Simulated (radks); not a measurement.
The numbers below are computed, except where a source is named.
Question: Orbital eigenvalues (eV) of the nitrogen ion N2+, [He] 2s2 2p1, of relativity; Dirac values are averaged over j with weights 2j + 1. Spin-unpolarised spherical Kohn-Sham, PBE, point nucleus unless stated (finite: rms radius 2.5582 fm), a radial shooting solver on a logarithmic mesh with Libxc functionals. A level marked "c x" has the speed of light scaled by that factor and shares open shells by 2j + 1; other Dirac levels either fill j = l - 1/2 first or share by 2j + 1.

shell  non-rel.
1s      -423.62
2s      -49.125
2p      -37.515

Give the values at the level "Dirac, low j first".

Answer: 
shell  Dirac, low j first  change of magnitude (%)
1s                -423.84                    +0.05
2s                -49.155                    +0.06
2p                -37.506                    -0.02
